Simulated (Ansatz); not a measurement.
`F[SiH2]Cl` + `C=CNC` → `C=CN(C)[SiH2]Cl` + H–F at 500 K and 1 bar (ligand exchange at the Si–F bond).

Isolated molecules relaxed with PBE0-D4/def2-TZVP in Ansatz; ΔE leaves out vibrations. CCSD(T)/CBS is the MP2 limit (def2-TZVPP, def2-QZVPP) plus CCSD(T) − MP2 in def2-TZVPP, frozen cores. This one scheme is used for every species. Each species was taken in one conformer, which may not be the lowest.

```tsv
species	CCSD(T)/CBS energy (Eh)	H − E (kJ/mol)	S (J/(mol·K))
`F[SiH2]Cl`	-849.96195	83.3	315.2
`C=CNC`	-173.03872	292.4	346.7
`C=CN(C)[SiH2]Cl`	-922.58153	336.3	450.9
H–F	-100.39570	39.4	188.7
```

H − E and S are ideal-gas, rigid-rotor, harmonic terms from PBE0-D4/def2-TZVP, for one conformer and one mirror image of each species. 1 Eh = 2625.50 kJ/mol, R = 8.31446 J/(mol·K).

Task: By hand: ΔE, ΔH, ΔS and ΔG.

Result: ΔE = (-922.58153) + (-100.39570) − (-849.96195) − (-173.03872) = 0.02344 Eh = 61.5 kJ/mol. Δ(H − E) = 336.3 + 39.4 − 83.3 − 292.4 = 0.0, so ΔH = 61.5 kJ/mol. ΔS = 450.9 + 188.7 − 315.2 − 346.7 = -22.3 J/(mol·K). ΔG = 61.5 − 500 × (-22.3)/1000 = 72.7 kJ/mol.

Task: By hand: the equilibrium constant, and the temperature at which ΔG would vanish if ΔH and ΔS stayed fixed.

Result: log₁₀ K = −ΔG/(RT ln 10) = -7.6. ΔH and −TΔS have one sign here, so there is no such temperature.

ΔH outweighs TΔS. A doubt of 5 kJ/mol in ΔE shifts log₁₀ K by 0.5 here. Other conformers and mirror images would add mixing entropy, several J/(mol·K) or more a flexible species. Modes under 60 cm⁻¹, often nearly free rotors, make the harmonic entropy too high. These are equilibria of isolated gas molecules and say nothing of rates. Largest T1 diagnostic: 0.011 (customary marks: 0.02 for closed shells, 0.045 for open ones).
